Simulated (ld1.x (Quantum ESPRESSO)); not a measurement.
**Plane-wave convergence, TM potential for oxygen (O)**

ld1.x (Quantum ESPRESSO) 7.5 input, shortened:

```
&input
   title='O', zed=8., rel=0, dft='PW91', iswitch=3,
   config='[He] 2s1 2p5 3d-2'
 /
 &inputp
   pseudotype=2, tm=.true., lloc=0,
   nlcc=.false.
 /
3
2P  2  1   5.00   0.00  1.85  1.85  0.0
3D  3  2  -2.00  -0.10  1.95  1.95  0.0
2S  1  0   1.00   0.00  0.65  0.65  0.0
 &test
   configts(1)='2s1 2p5'
 /
```

The pseudo-atom Hamiltonian at the reference potential is diagonalised in spherical Bessel functions j_l(qr) that vanish at 20 bohr, with q² up to the cutoff. All-electron valence levels (Ry): 2p -0.7004, 2s -1.7941.

How do the lowest levels (Ry) of each channel move with the cutoff, and are there ghosts?

| cutoff (Ry) | p #1 | p #2 | d #1 | s #1 | s #2 | f #1 | f #2 | Σ f·Δε (mRy) |
| --- | --- | --- | --- | --- | --- | --- | --- | --- |
| 8 | -0.1044 | 0.0540 | 0.0815 | -1.5989 | -0.0103 | 0.1218 | 0.2678 | 3175.2 |
| 21 | -0.5207 | 0.0445 | 0.0815 | -1.6369 | -0.0115 | 0.1218 | 0.2678 | 1055.6 |
| 45 | -0.6998 | 0.0427 | 0.0815 | -1.7538 | -0.0150 | 0.1218 | 0.2678 | 43.2 |
| 80 | -0.7004 | 0.0426 | 0.0815 | -1.7848 | -0.0160 | 0.1218 | 0.2678 | 9.5 |
| 140 | -0.7004 | 0.0426 | 0.0815 | -1.7893 | -0.0161 | 0.1218 | 0.2678 | 4.7 |
| 260 | -0.7004 | 0.0426 | 0.0815 | -1.7934 | -0.0163 | 0.1218 | 0.2678 | 0.6 |
| 400 | -0.7004 | 0.0426 | 0.0815 | -1.7940 | -0.0163 | 0.1218 | 0.2678 | 0.0 |

Result: no extra level below or beside the all-electron valence levels (p, d, s, f tested); 10 mRy is reached at 80 Ry and 1 mRy at 200 Ry.

Its largest configuration-test error is +2465 meV.
